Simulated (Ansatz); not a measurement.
Mulliken charges of AlBFH$_{4}$NS (`B[NH][Al]([F])[SH]`) from r2SCAN/def2-TZVPP in Ansatz (PBE0-D4/def2-TZVP geometry).

```
atom   x (Å)   y (Å)   z (Å)  charge (e)
  B1   0.820  -0.540   1.011       0.057
  N2   0.536   0.748   0.610      -0.273
 Al3  -0.055   0.198  -0.997       0.620
  F4   0.979   0.099  -2.273      -0.348
  S5  -2.162  -0.005  -1.484      -0.277
  H6   1.280  -0.957   2.028       0.020
  H7   0.524  -1.374   0.129      -0.049
  H8   0.702   1.565   1.171       0.142
  H9  -2.536   0.218  -0.212       0.108
```

**Question.** By hand: the dipole of these point charges (1 e Å = 4.8032 D).

**Answer.** Σ q r = (-0.050, 0.149, 0.653) e Å, of length 0.672 e Å = 3.23 D.

**Question.** How does the dipole of the full density compare? (An estimate is asked.)

**Answer.** Computed: (0.019, 0.221, 0.624) e Å, 3.18 D; the point charges give 1.02 times that, at 9° from its direction.

Point charges leave out the atoms' own dipoles, such as those of lone pairs, and Mulliken's split depends on the basis, so the close match here is no proof of good charges.
